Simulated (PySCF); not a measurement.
**Löwdin shares of the frontier orbitals**

Compound: MnO3Cl (singlet state).
Z-matrix (Å and degrees, PBE0-D3(BJ)/def2-SVP geometry), rows numbered from 1:
```
Mn
O   1  1.5334
O   1  1.5329  2  111.39
O   1  1.5338  2  111.27  3  -124.76
Cl  1  2.1118  2  107.59  3   117.28
```

Computed, not measured: PySCF 2.14.0, density-fitted response routines, TDDFT CAM-B3LYP/def2-SVPD, vertical, gas phase, core orbitals frozen in the response.

Kohn–Sham orbitals with the atoms that hold most of them (Löwdin shares over 4%, at most four atoms):

| orbital | ε (eV) | atoms |
| --- | --- | --- |
| HOMO-3 | -13.03 | O4 29%, O2 26%, O3 26%, Cl5 13% |
| HOMO-2 | -11.90 | O4 33%, O2 33%, O3 33% |
| HOMO-1 | -11.29 | Cl5 78%, O4 11%, O2 8% |
| HOMO | -11.28 | Cl5 78%, O3 11%, O2 7% |
| LUMO | -4.62 | Mn1 51%, O4 24%, O3 11%, O2 11% |
| LUMO+1 | -4.62 | Mn1 51%, O2 20%, O3 20%, O4 6% |
| LUMO+2 | -3.84 | Mn1 46%, Cl5 23%, O4 10%, O2 10% |

Within 0.005 eV of a neighbour in this list lie HOMO-1/HOMO and LUMO/LUMO+1 (point group found: C3v); within a degenerate set the shares of single atoms can hang on how the components are chosen.

Q: How does S1 compare with the orbital gap of 6.67 eV?

A: S1 is at 2.37 eV (f = 0.0001), 4.30 eV below the gap, made of HOMO-2→LUMO/LUMO+1 (≥69%), HOMO-1/HOMO→LUMO/LUMO+1 (≥18%). S1/S2 lie within about 0.01 eV of each other. Its leading pair isn't HOMO and LUMO; the energies of that pair differ by 7.28 eV. Without the coupling terms of the response equations the lowest excitation would equal the gap.

For S1 the Löwdin share of manganese is at most 1% in HOMO-2 and 51% in LUMO (ligand-to-metal charge transfer by this measure).

Next come S2 at 2.37 eV (f 0.0001), HOMO-2→LUMO/LUMO+1 (≥69%), HOMO-1/HOMO→LUMO/LUMO+1 (≥18%); S3 at 2.76 eV (f 0.0000), HOMO-1/HOMO→LUMO/LUMO+1 (≥81%); S4 at 3.01 eV (f 0.018), HOMO-1/HOMO→LUMO/LUMO+1 (≥72%), HOMO-3→LUMO/LUMO+1 (≥9%); S5 at 3.06 eV (f 0.0024), HOMO-1/HOMO→LUMO/LUMO+1 (≥46%), HOMO-2→LUMO/LUMO+1 (≥20%).

Orbitals of the list HOMO-3 to LUMO+2 that lie within 0.01 eV of each other are written together with a slash and their weights summed (≥ marks a lower bound); for degenerate orbitals outside that list single weights are arbitrary.

On x86-64 server, one thread, on a shared host, this took 10 s.
